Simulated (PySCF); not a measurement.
# input.py for ClNTi

Input:

```python
from pyscf import gto, scf, mp

mol = gto.M(
    atom='Ti -0.5117 0 -0.5385; N -1.8363 0 0.2569; Cl 1.4367 0 0.635',
    basis='6-31g',
    charge=0,
    spin=0,
    symmetry=True,
    verbose=3,
)
mf = scf.RHF(mol)
mf.kernel()
mp.MP2(mf, frozen=11).kernel()
mf.dip_moment()
print('orbital energies (hartree):', mf.mo_energy[..., max(0, mol.nelec[1]-3):mol.nelec[0]+3].round(4))
```

```bash
$ OMP_NUM_THREADS=1 python input.py
```

The log:

```
converged SCF energy = -1362.19960706047
E(RMP2) = -1362.66434406985  E_corr = -0.464737009379983
E(SCS-RMP2) = -1362.63222258459  E_corr = -0.432615524116544
Dipole moment(X, Y, Z, Debye): -0.76363, -0.00000, -7.23492
orbital energies (hartree): [-0.4134 -0.404  -0.3833 -0.0313  0.0398  0.0734]
```

In short: E(SCF) = -1362.199607 Eh, E(MP2) − E(SCF) = -0.46474 Eh, μ(SCF) = 7.28 D.

Hardware: Arm Neoverse N1, 1 thread, shared host. Wall time 2 s, peak memory 0.12 GiB.
